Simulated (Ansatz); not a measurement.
Ansatz (a quantum-chemistry and plane-wave program) input (HF/3-21G): The .json file is the Basis Set Exchange's 3-21G.

Ansatz 0.2 input:
```yaml
crystal:
  periodic: [false, false, false]
  atoms:
    - {symbol: Al, position_ang: [-0.01641540, -0.05336968, -0.05377250]}
    - {symbol: H, position_ang: [0.63804528, 0.20006542, 1.51126807]}
    - {symbol: H, position_ang: [-0.07851071, 1.61909125, 0.32161891]}
    - {symbol: H, position_ang: [-0.34613438, -1.12535079, -1.13384452]}
basis:
  gaussian:
    orbitals: 3-21G.json
hamiltonian:
  xc: {name: HF}
total_charge: 1
magnetization: {spin_polarized: true, initial_magnetization: 1}
phonons: {temperatures: {t_min: 298.15, t_max: 298.15, t_step: 100}}
```

### Question
Which harmonic wavenumbers does it give?

### Answer
-840, 562, 818, 844, 1531, 2152 cm⁻¹ (unscaled; negative means imaginary).
